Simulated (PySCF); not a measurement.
fluorine atom (F), doublet; PySCF with CASSCF(7,5)/6-31G.

The PySCF input:
```python
from pyscf import gto, scf, mcscf
import numpy

mol = gto.M(
    atom='''
F     0.00000000    0.00000000    0.00000000
''',
    basis='6-31g',
    spin=1,
    verbose=4,
)

mf = scf.ROHF(mol)
mf.kernel()
mc = mcscf.CASSCF(mf, 5, 7)
mc.fix_spin_(ss=0.75)
mc = mc.newton()
mc.kernel()
occ = numpy.linalg.eigvalsh(mc.fcisolver.make_rdm1(mc.ci, mc.ncas, mc.nelecas))[::-1]
ss = mc.fcisolver.spin_square(mc.ci, mc.ncas, mc.nelecas)[0]
print('natural occupations', occ.round(4), ' <S^2>', round(ss, 4))
```

What the program printed (banner, timings and long lists left out):

```
PySCF version 2.14.0

[INPUT] verbose = 4
[INPUT] num. atoms = 1
[INPUT] num. electrons = 9
[INPUT] charge = 0
[INPUT] spin (= nelec alpha-beta = 2S) = 1
[INPUT] symmetry False subgroup None
[INPUT] Mole.unit = angstrom
[INPUT] Symbol           X                Y                Z      unit          X                Y                Z       unit  Magmom
[...]
nuclear repulsion = 0
number of shells = 5
number of NR pGTOs = 22
number of NR cGTOs = 9
basis = 6-31g
ecp = {}

******** <class 'pyscf.scf.rohf.ROHF'> ********
method = ROHF
initial guess = minao
damping factor = 0
level_shift factor = 0
DIIS = <class 'pyscf.scf.diis.CDIIS'>
diis_start_cycle = 1
diis_space = 8
diis_damp = 0
SCF conv_tol = 1e-09
SCF conv_tol_grad = None
SCF max_cycles = 50
direct_scf = True
direct_scf_tol = 1e-13
num. doubly occ = 4  num. singly occ = 1
Set gradient conv threshold to 3.16228e-05
init E= -98.9952075031685
[...]
cycle= 1 E= -99.3573303575687  delta_E= -0.362  |g|= 0.0945  |ddm|= 0.621
[...]
cycle= 2 E= -99.3598982636037  delta_E= -0.00257  |g|= 0.0456  |ddm|= 0.0678
[...]
cycle= 3 E= -99.3602046207739  delta_E= -0.000306  |g|= 0.00597  |ddm|= 0.0177
[...]
cycle= 4 E= -99.3602181318811  delta_E= -1.35e-05  |g|= 0.000295  |ddm|= 0.00518
[...]
cycle= 5 E= -99.3602181650344  delta_E= -3.32e-08  |g|= 4.65e-05  |ddm|= 0.000214
[...]
cycle= 6 E= -99.3602181658991  delta_E= -8.65e-10  |g|= 4.42e-07  |ddm|= 4.12e-05
[...]
Extra cycle  E= -99.3602181658993  delta_E= -1.42e-13  |g|= 2.06e-07  |ddm|= 4.06e-07
converged SCF energy = -99.3602181658993

******** <class 'pyscf.mcscf.newton_casscf.CASSCF'> ********
CAS (4e+3e, 5o), ncore = 1, nvir = 3
max_cycle_macro = 50
max_cycle_micro = 10
conv_tol = 1e-07
conv_tol_grad = None
orbital rotation max_stepsize = 0.03
augmented hessian ah_max_cycle = 30
augmented hessian ah_conv_tol = 1e-12
augmented hessian ah_linear dependence = 1e-14
augmented hessian ah_level shift = 1e-08
augmented hessian ah_start_tol = 500
augmented hessian ah_start_cycle = 3
augmented hessian ah_grad_trust_region = 3
kf_trust_region = 3
kf_interval = 5
natorb = False
canonicalization = True
internal_rotation = False
******** <class 'pyscf.fci.addons.SpinPenaltyFCISolver'> ********
max. cycles = 50
conv_tol = 1e-08
davidson only = True
linear dependence = 1e-12
level shift = 0.001
max iter space = 12
nroots = 1
pspace_size = 400
spin = None

WARN: SO-CASSCF (Second order CASSCF) is an experimental feature. Its performance is bad for large systems.

CASCI E = -99.3708700201795  dE = -99.37087  S^2 = 0.7500000
Set conv_tol_grad to 0.000316228
macro 1 (8 JK  4 micro), CASSCF E = -99.3709181369744  dE = -4.812e-05  |grad|=0.00482  S^2 = 0.7500000
macro 2 (5 JK  1 micro), CASSCF E = -99.3709181369753  dE = -8.953e-13  |grad|=0.00492  S^2 = 0.7500000
macro 3 (5 JK  1 micro), CASSCF E = -99.3709181369753  dE = -1.421e-14  |grad|=0.00492  S^2 = 0.7500000
macro 4 (5 JK  1 micro), CASSCF E = -99.3709181369753  dE = 1.421e-14  |grad|=0.00492  S^2 = 0.7500000
macro 5 (5 JK  1 micro), CASSCF E = -99.3709181369753  dE = 0  |grad|=0.00492  S^2 = 0.7500000
macro 6 (4 JK  1 micro), CASSCF E = -99.3709181369753  dE = 1.421e-14  |grad|=0.00492  S^2 = 0.7500000
macro 7 (4 JK  1 micro), CASSCF E = -99.3709181369753  dE = 1.421e-14  |grad|=0.00492  S^2 = 0.7500000
macro 8 (4 JK  1 micro), CASSCF E = -99.3709181369753  dE = 0  |grad|=0.00492  S^2 = 0.7500000
macro 9 (4 JK  1 micro), CASSCF E = -99.3709181369753  dE = 1.421e-14  |grad|=0.00492  S^2 = 0.7500000
macro 10 (4 JK  1 micro), CASSCF E = -99.3709181369753  dE = 0  |grad|=0.00492  S^2 = 0.7500000
macro 11 (4 JK  1 micro), CASSCF E = -99.3709181369753  dE = 2.842e-14  |grad|=0.00492  S^2 = 0.7500000
macro 12 (4 JK  1 micro), CASSCF E = -99.3709181369753  dE = 0  |grad|=0.00492  S^2 = 0.7500000
macro 13 (4 JK  1 micro), CASSCF E = -99.3709181369752  dE = 4.263e-14  |grad|=0.00492  S^2 = 0.7500000
macro 14 (4 JK  1 micro), CASSCF E = -99.3709181369752  dE = 1.421e-14  |grad|=0.00492  S^2 = 0.7500000
macro 15 (4 JK  1 micro), CASSCF E = -99.3709181369752  dE = -1.421e-14  |grad|=0.00492  S^2 = 0.7500000
macro 16 (4 JK  1 micro), CASSCF E = -99.3709181369752  dE = 1.421e-14  |grad|=0.00492  S^2 = 0.7500000
macro 17 (4 JK  1 micro), CASSCF E = -99.3709181369752  dE = 2.842e-14  |grad|=0.00492  S^2 = 0.7500000
macro 18 (4 JK  1 micro), CASSCF E = -99.3709181369751  dE = 2.842e-14  |grad|=0.00492  S^2 = 0.7500000
macro 19 (4 JK  1 micro), CASSCF E = -99.3709181369751  dE = 0  |grad|=0.00492  S^2 = 0.7500000
macro 20 (4 JK  1 micro), CASSCF E = -99.3709181369751  dE = 2.842e-14  |grad|=0.00492  S^2 = 0.7500000
macro 21 (4 JK  1 micro), CASSCF E = -99.3709181369751  dE = 1.421e-14  |grad|=0.00492  S^2 = 0.7500000
macro 22 (4 JK  1 micro), CASSCF E = -99.3709181369751  dE = 1.421e-14  |grad|=0.00492  S^2 = 0.7500000
macro 23 (4 JK  1 micro), CASSCF E = -99.3709181369751  dE = 1.421e-14  |grad|=0.00492  S^2 = 0.7500000
macro 24 (4 JK  1 micro), CASSCF E = -99.3709181369751  dE = 0  |grad|=0.00492  S^2 = 0.7500000
macro 25 (4 JK  1 micro), CASSCF E = -99.3709181369751  dE = 0  |grad|=0.00492  S^2 = 0.7500000
macro 26 (4 JK  1 micro), CASSCF E = -99.370918136975  dE = 4.263e-14  |grad|=0.00492  S^2 = 0.7500000
macro 27 (4 JK  1 micro), CASSCF E = -99.3709181369753  dE = -2.984e-13  |grad|=0.00492  S^2 = 0.7500000
macro 28 (5 JK  1 micro), CASSCF E = -99.3709181369753  dE = 0  |grad|=0.00492  S^2 = 0.7500000
macro 29 (5 JK  1 micro), CASSCF E = -99.3709181369753  dE = 1.421e-14  |grad|=0.00492  S^2 = 0.7500000
macro 30 (5 JK  1 micro), CASSCF E = -99.3709181369753  dE = 0  |grad|=0.00492  S^2 = 0.7500000
macro 31 (4 JK  1 micro), CASSCF E = -99.3709181369753  dE = 0  |grad|=0.00492  S^2 = 0.7500000
macro 32 (4 JK  1 micro), CASSCF E = -99.3709181369753  dE = 0  |grad|=0.00492  S^2 = 0.7500000
macro 33 (4 JK  1 micro), CASSCF E = -99.3709181369753  dE = 0  |grad|=0.00492  S^2 = 0.7500000
macro 34 (4 JK  1 micro), CASSCF E = -99.3709181369753  dE = 0  |grad|=0.00492  S^2 = 0.7500000
macro 35 (4 JK  1 micro), CASSCF E = -99.3709181369753  dE = 0  |grad|=0.00492  S^2 = 0.7500000
macro 36 (4 JK  1 micro), CASSCF E = -99.3709181369753  dE = 1.421e-14  |grad|=0.00492  S^2 = 0.7500000
macro 37 (4 JK  1 micro), CASSCF E = -99.3709181369753  dE = 0  |grad|=0.00492  S^2 = 0.7500000
macro 38 (4 JK  1 micro), CASSCF E = -99.3709181369753  dE = 0  |grad|=0.00492  S^2 = 0.7500000
macro 39 (4 JK  1 micro), CASSCF E = -99.3709181369753  dE = 0  |grad|=0.00492  S^2 = 0.7500000
macro 40 (4 JK  1 micro), CASSCF E = -99.3709181369753  dE = 1.421e-14  |grad|=0.00492  S^2 = 0.7500000
macro 41 (4 JK  1 micro), CASSCF E = -99.3709181369753  dE = 0  |grad|=0.00492  S^2 = 0.7500000
macro 42 (4 JK  1 micro), CASSCF E = -99.3709181369753  dE = 1.421e-14  |grad|=0.00492  S^2 = 0.7500000
macro 43 (4 JK  1 micro), CASSCF E = -99.3709181369752  dE = 4.263e-14  |grad|=0.00492  S^2 = 0.7500000
macro 44 (4 JK  1 micro), CASSCF E = -99.3709181369752  dE = 1.421e-14  |grad|=0.00492  S^2 = 0.7500000
macro 45 (4 JK  1 micro), CASSCF E = -99.3709181369752  dE = 2.842e-14  |grad|=0.00492  S^2 = 0.7500000
macro 46 (4 JK  1 micro), CASSCF E = -99.3709181369752  dE = 1.421e-14  |grad|=0.00492  S^2 = 0.7500000
macro 47 (4 JK  1 micro), CASSCF E = -99.3709181369752  dE = 1.421e-14  |grad|=0.00492  S^2 = 0.7500000
macro 48 (4 JK  1 micro), CASSCF E = -99.3709181369752  dE = 0  |grad|=0.00492  S^2 = 0.7500000
macro 49 (4 JK  1 micro), CASSCF E = -99.3709181369751  dE = 1.421e-14  |grad|=0.00492  S^2 = 0.7500000
macro 50 (4 JK  1 micro), CASSCF E = -99.3709181369751  dE = 2.842e-14  |grad|=0.00492  S^2 = 0.7500000
newton CASSCF not converged, 50 macro (100 KF 111 Hx) steps
CASSCF canonicalization
Density matrix diagonal elements [1.99988265 1.99367109 1.99995176 1.         0.0064945 ]
CASSCF energy = -99.3709181369751
CASCI E = -99.3709181369751  E(CI) = -24.2655722367095  S^2 = 0.7500000
natural occupations [2.     1.9999 1.9937 1.     0.0065]  <S^2> 0.75
```

Convergence was not reached.
